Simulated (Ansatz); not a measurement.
Ansatz (an electronic-structure program) input (HF/def2-TZVP):

Ansatz 0.2 input:
```yaml
crystal:
  periodic: [false, false, false]
  atoms:
    - {symbol: Mn, position_ang: [-0.00000000, -0.00000000, -0.39540770]}
    - {symbol: O, position_ang: [0.00000000, 0.00000000, 1.23564905]}
basis:
  gaussian:
    orbitals: def2-TZVP
hamiltonian:
  xc: {name: HF}
magnetization: {spin_polarized: true, initial_magnetization: 5}
relax: {f_tol: 0.003, max_steps: 100}
```

Output:

```
Functional definition: HF
integrals: 0.02 GiB planned
662 factors; integrals over basis functions are off by at most 1.7e-4 eV
mean field: 0.18 GiB planned
mean field evaluation 1: about -33319.4332 eV, gradient 2.9e1 eV
mean field evaluation 2: about -33319.4352 eV, gradient 2.9e1 eV
mean field evaluation 4: about -33323.0011 eV, gradient 8.8e0 eV
mean field evaluation 8: about -33324.2222 eV, gradient 2.8e0 eV
mean field evaluation 16: about -33325.2395 eV, gradient 8.9e-3 eV
mean field evaluation 32: about -33302.7977 eV, gradient 4.2e1 eV
mean field evaluation 64: about -33323.8257 eV, gradient 4.4e-4 eV
mean field evaluation 96: about -33315.5941 eV, gradient 9.2e-3 eV
mean field evaluation 128: about -33322.5545 eV, gradient 1.6e-1 eV
mean field evaluation 160: about -33323.3109 eV, gradient 1.9e0 eV
mean field evaluation 192: about -33324.9641 eV, gradient 1.4e-1 eV
mean field evaluation 224: about -33323.5399 eV, gradient 4.9e-1 eV
mean field evaluation 256: about -33319.4051 eV, gradient 3.6e0 eV
mean field -33325.23946462 eV, -1224.6799616663 hartree, gradient 2.6e-6 eV, S^2 9.517315; 11 other end points of the search recorded, 0 dependent functions left out
the calculation of the forces begins
reference -33325.23946462 eV, -1224.6799616663 hartree; 19, 14 occupied and 57, 62 virtual orbitals, 662 factors
relax step   1: F+E_penalty+E_count = -33325.23946462 eV  Δ(F+E_penalty+E_count) = +0.000e0 eV  max|allowed force component| = 6.064e0 eV/Å  Δτ_max = 0.0000 Å  (634 SCF iters, accepted)
these checks for a lower state are left out or cut short: starts, cluster_reference, orbital_swaps, neighbouring_geometries, increment
integrals: 0.02 GiB planned
662 factors; integrals over basis functions are off by at most 2.1e-4 eV
mean field: 0.18 GiB planned
mean field evaluation 288: about -33325.6027 eV, gradient 2.5e-5 eV
mean field -33325.60271228 eV, -1224.6933107715 hartree, gradient 2.7e-6 eV, S^2 9.614323; 3 other end points of the search recorded, 0 dependent functions left out
the calculation of the forces begins
reference -33325.60271228 eV, -1224.6933107715 hartree; 19, 14 occupied and 57, 62 virtual orbitals, 662 factors
relax step   2: F+E_penalty+E_count = -33325.60271228 eV  Δ(F+E_penalty+E_count) = -3.632e-1 eV  max|allowed force component| = 4.245e0 eV/Å  Δτ_max = 0.0389 Å  (160 SCF iters, accepted)
these checks for a lower state are left out or cut short: starts, cluster_reference, orbital_swaps, neighbouring_geometries, increment
integrals: 0.02 GiB planned
662 factors; integrals over basis functions are off by at most 2.7e-4 eV
mean field: 0.18 GiB planned
mean field -33325.92632487 eV, -1224.7052033149 hartree, gradient 6.2e-6 eV, S^2 9.714673; 1 other end points of the search recorded, 0 dependent functions left out
the calculation of the forces begins
reference -33325.92632487 eV, -1224.7052033149 hartree; 19, 14 occupied and 57, 62 virtual orbitals, 662 factors
relax step   3: F+E_penalty+E_count = -33325.92632487 eV  Δ(F+E_penalty+E_count) = -3.236e-1 eV  max|allowed force component| = 3.642e0 eV/Å  Δτ_max = 0.0353 Å  (91 SCF iters, accepted)
these checks for a lower state are left out or cut short: starts, cluster_reference, orbital_swaps, neighbouring_geometries, increment
integrals: 0.02 GiB planned
662 factors; integrals over basis functions are off by at most 5.5e-4 eV
mean field: 0.18 GiB planned
mean field evaluation 320: about -33325.7371 eV, gradient 7.1e0 eV
mean field -33326.07111155 eV, -1224.7105241272 hartree, gradient 2.2e-5 eV, S^2 9.750276; 1 other end points of the search recorded, 0 dependent functions left out
the calculation of the forces begins
reference -33326.07111155 eV, -1224.7105241272 hartree; 19, 14 occupied and 57, 62 virtual orbitals, 662 factors
relax step   4: F+E_penalty+E_count = -33326.07111155 eV  Δ(F+E_penalty+E_count) = -1.448e-1 eV  max|allowed force component| = 1.523e0 eV/Å  Δτ_max = 0.1500 Å  (79 SCF iters, accepted)
these checks for a lower state are left out or cut short: starts, cluster_reference, orbital_swaps, neighbouring_geometries, increment
integrals: 0.02 GiB planned
662 factors; integrals over basis functions are off by at most 4.4e-4 eV
mean field: 0.18 GiB planned
mean field -33326.18598423 eV, -1224.7147456201 hartree, gradient 1.9e-5 eV, S^2 9.740926; 1 other end points of the search recorded, 0 dependent functions left out
the calculation of the forces begins
reference -33326.18598423 eV, -1224.7147456201 hartree; 19, 14 occupied and 57, 62 virtual orbitals, 662 factors
relax step   5: F+E_penalty+E_count = -33326.18598423 eV  Δ(F+E_penalty+E_count) = -1.149e-1 eV  max|allowed force component| = 1.857e-1 eV/Å  Δτ_max = 0.0623 Å  (65 SCF iters, accepted)
these checks for a lower state are left out or cut short: starts, cluster_reference, orbital_swaps, neighbouring_geometries, increment
integrals: 0.02 GiB planned
662 factors; integrals over basis functions are off by at most 4.3e-4 eV
mean field: 0.18 GiB planned
mean field evaluation 352: about -33325.2664 eV, gradient 1.1e-3 eV
mean field -33326.18712895 eV, -1224.7147876880 hartree, gradient 2.3e-5 eV, S^2 9.739430; 1 other end points of the search recorded, 0 dependent functions left out
the calculation of the forces begins
reference -33326.18712895 eV, -1224.7147876880 hartree; 19, 14 occupied and 57, 62 virtual orbitals, 662 factors
relax step   6: F+E_penalty+E_count = -33326.18712895 eV  Δ(F+E_penalty+E_count) = -1.145e-3 eV  max|allowed force component| = 3.470e-2 eV/Å  Δτ_max = 0.0075 Å  (68 SCF iters, accepted)
these checks for a lower state are left out or cut short: starts, cluster_reference, orbital_swaps, neighbouring_geometries, increment
integrals: 0.02 GiB planned
662 factors; integrals over basis functions are off by at most 4.3e-4 eV
mean field: 0.18 GiB planned
mean field -33326.18716656 eV, -1224.7147890699 hartree, gradient 1.2e-5 eV, S^2 9.739716; 1 other end points of the search recorded, 0 dependent functions left out
the calculation of the forces begins
reference -33326.18716656 eV, -1224.7147890699 hartree; 19, 14 occupied and 57, 62 virtual orbitals, 662 factors
relax step   7: F+E_penalty+E_count = -33326.18716656 eV  Δ(F+E_penalty+E_count) = -3.760e-5 eV  max|allowed force component| = 7.525e-3 eV/Å  Δτ_max = 0.0014 Å  (53 SCF iters, accepted)
these checks for a lower state are left out or cut short: starts, cluster_reference, orbital_swaps, neighbouring_geometries, increment
integrals: 0.02 GiB planned
662 factors; integrals over basis functions are off by at most 4.3e-4 eV
mean field: 0.18 GiB planned
mean field -33326.18716843 eV, -1224.7147891387 hartree, gradient 2.4e-5 eV, S^2 9.739665; 1 other end points of the search recorded, 0 dependent functions left out
the calculation of the forces begins
reference -33326.18716843 eV, -1224.7147891387 hartree; 19, 14 occupied and 57, 62 virtual orbitals, 662 factors
relax step   8: F+E_penalty+E_count = -33326.18716843 eV  Δ(F+E_penalty+E_count) = -1.872e-6 eV  max|allowed force component| = 7.882e-6 eV/Å  Δτ_max = 0.0002 Å  (50 SCF iters, accepted)
integrals: 0.02 GiB planned
662 factors; integrals over basis functions are off by at most 4.3e-4 eV
mean field: 0.18 GiB planned
mean field evaluation 384: about -33313.9217 eV, gradient 4.6e1 eV
mean field evaluation 416: about -33140.0077 eV, gradient 9.8e1 eV
mean field evaluation 448: about -33319.3582 eV, gradient 2.4e0 eV
mean field evaluation 480: about -33319.6554 eV, gradient 3.0e-4 eV
mean field evaluation 512: about -33319.6554 eV, gradient 1.1e-3 eV
mean field evaluation 544: about -33324.6074 eV, gradient 7.0e-6 eV
mean field evaluation 576: about -33325.7570 eV, gradient 1.4e-1 eV
mean field evaluation 608: about -33319.2740 eV, gradient 1.7e1 eV
mean field evaluation 640: about -33322.5056 eV, gradient 4.5e0 eV
mean field evaluation 672: about -33321.6914 eV, gradient 1.6e0 eV
mean field evaluation 704: about -33323.1766 eV, gradient 3.6e-4 eV
mean field -33326.18716843 eV, -1224.7147891387 hartree, gradient 2.4e-5 eV, S^2 9.739665; 16 other end points of the search recorded, 0 dependent functions left out
the calculation of the forces begins
reference -33326.18716843 eV, -1224.7147891387 hartree; 19, 14 occupied and 57, 62 virtual orbitals, 662 factors
Total energy: -33326.18716843 eV, -1224.7147891387 hartree
Atom 0 at    -0.000000    -0.000000    -0.551045 Å, force    -0.000000    -0.000000     0.000008 eV/Å
Atom 1 at     0.000000     0.000000     1.391286 Å, force     0.000000    -0.000000    -0.000008 eV/Å
Dipole moment:    -0.000000     0.000000    -0.757751 e Å
```

The spin state was set by rule; other spins were not relaxed.

The determinant is spin-contaminated: <S^2> is 9.74 against 8.75 for a pure state.
